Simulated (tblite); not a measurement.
lithium fluoride (FLi), singlet, geometry from GFN2-xTB (such geometries of metal compounds can be far from the true shape); tblite with GFN1-xTB.

Here is a job for tblite.
```
$ tblite run mol.xyz --method gfn1 --charge 0 --spin 0 --guess eeq --json tblite.json --no-restart

# file mol.xyz
2

Li    -0.00000000    -0.00000000    -1.14043347
F      0.00000000     0.00000000     0.38014449
```

Output, abridged:

```
xTB calculator
 | screened Coulomb repulsion
 | Coulomb electrostatics
 |  * isotropic Klopman-Ohno-Mataga-Nishimoto electrostatics
 |  * onsite third-order electrostatics
 | DFT-D3(BJ) dispersion correction

halogen bonding energy    0.0000000000000E+00 Eh
repulsion energy          1.1913260706006E-02 Eh
dispersion energy        -8.1995959197570E-05 Eh
number of electrons       8.0000000000000E+00 e
integral cutoff           4.0000000000000E+01 bohr

------------------------------------------------------------
  cycle        total energy    energy error   density error
------------------------------------------------------------
      1     -5.487516016042  -5.4993473E+00   3.5237718E-01
      2     -5.521230089018  -3.3714073E-02   1.9139603E-01
      3     -5.521546425996  -3.1633698E-04   1.1179833E-01
      4     -5.521533668688   1.2757309E-05   7.5049205E-03
      5     -5.521551046056  -1.7377368E-05   1.1089061E-03
      6     -5.521551429463  -3.8340698E-07   4.3140816E-05
      7     -5.521551430059  -5.9657790E-10   7.1755435E-06
------------------------------------------------------------

electronic energy        -5.5333826948060E+00 Eh
total energy             -5.5215514300592E+00 Eh

Post processing:
 | Mayer-Wiberg bond orders

[Info] JSON dump of results written to 'tblite.json'
```
